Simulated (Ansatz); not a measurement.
`COB(Br)OC` and `COB(Cl)OC` differ in one element.

Ansatz, PBE0-D4/def2-TZVP geometries, multiplicity 1. Each molecule was computed in one conformer, which needn't be the lowest.

Scalar relativity is left out up to krypton.

| property | `COB(Br)OC` |
| --- | --- |
| HOMO–LUMO gap (PBE0/def2-TZVPP) / eV | 8.96 |
| LUMO energy (ωB97M-V/def2-TZVPP) / eV | 2.16 |
| LUMO energy (PBE/def2-TZVPP) / eV | -0.22 |
| HOMO energy (B3LYP/def2-TZVPP) / eV | -7.91 |
| HOMO energy (ωB97M-V/def2-TZVPP) / eV | -10.47 |
| size of the dipole moment (PBE/def2-TZVPP) / D | 2.45 |

Task: What does the change do to each property? (Best estimate.)

Result: The calculation gave: 
```json
{"property": "HOMO–LUMO gap (PBE0/def2-TZVPP) / eV", "`COB(Cl)OC`": "9.48", "shift": "0.52"}
{"property": "LUMO energy (ωB97M-V/def2-TZVPP) / eV", "`COB(Cl)OC`": "2.21", "shift": "0.05"}
{"property": "LUMO energy (PBE/def2-TZVPP) / eV", "`COB(Cl)OC`": "-0.06", "shift": "0.16"}
{"property": "HOMO energy (B3LYP/def2-TZVPP) / eV", "`COB(Cl)OC`": "-8.32", "shift": "-0.41"}
{"property": "HOMO energy (ωB97M-V/def2-TZVPP) / eV", "`COB(Cl)OC`": "-10.93", "shift": "-0.46"}
{"property": "size of the dipole moment (PBE/def2-TZVPP) / D", "`COB(Cl)OC`": "2.27", "shift": "-0.18"}
```

With PBE0 the HOMO falls by 0.36 eV and the LUMO rises by 0.16 eV, so the gap widens by about 0.52 eV. PBE moves the HOMO by -0.15 eV and ωB97M-V by -0.46 eV. Dipoles are sizes alone; their direction can turn.

B3LYP here is the variant with VWN-RPA as its local correlation; programs differ in this.

Spin–orbit coupling is left out; it splits and shifts lone-pair levels of the heavy atoms by tenths of an eV.
